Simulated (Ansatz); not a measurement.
Basis-set series for C₃H₄O₂Si, SMILES `C#C[SiH2]C(=O)O`. The species carries charge 0 and has multiplicity 1. Geometry: relaxed with PBE0-D4/def2-TZVP. It is one conformer, not always the lowest.

```json
{"atom": "C1", "x (Å)": "-1.553", "y (Å)": "-1.907", "z (Å)": "1.038"}
{"atom": "C2", "x (Å)": "-1.001", "y (Å)": "-0.846", "z (Å)": "0.888"}
{"atom": "Si3", "x (Å)": "-0.167", "y (Å)": "0.751", "z (Å)": "0.657"}
{"atom": "C4", "x (Å)": "0.971", "y (Å)": "0.771", "z (Å)": "-0.890"}
{"atom": "O5", "x (Å)": "1.593", "y (Å)": "1.759", "z (Å)": "-1.180"}
{"atom": "O6", "x (Å)": "1.023", "y (Å)": "-0.360", "z (Å)": "-1.605"}
{"atom": "H7", "x (Å)": "-2.040", "y (Å)": "-2.847", "z (Å)": "1.169"}
{"atom": "H8", "x (Å)": "-1.161", "y (Å)": "1.828", "z (Å)": "0.453"}
{"atom": "H9", "x (Å)": "0.704", "y (Å)": "1.052", "z (Å)": "1.815"}
{"atom": "H10", "x (Å)": "1.631", "y (Å)": "-0.201", "z (Å)": "-2.346"}
```

| functional | basis | functions | energy (Eh) | HOMO (eV) | LUMO (eV) |
| --- | --- | --- | --- | --- | --- |
| PBE0-D4 | def2-SVP | 108 | -555.90023 | -7.72 | -0.69 |
| PBE0-D4 | def2-TZVPP | 253 | -556.31357 | -7.88 | -0.94 |
| ωB97M-V | def2-SVP | 108 | -556.20707 | -9.98 | 1.51 |
| ωB97M-V | def2-TZVPP | 253 | -556.63056 | -10.17 | 1.21 |

(1) Give the rows for def2-QZVPP. (An estimate is asked.)

Answers

(1) Ansatz gave: 
```tsv
functional	basis	functions	energy (Eh)	HOMO (eV)	LUMO (eV)
PBE0-D4	def2-QZVPP	475	-556.33761	-7.92	-1.00
ωB97M-V	def2-QZVPP	475	-556.65281	-10.21	1.12
```

Positive LUMOs are unbound and depend on the basis.
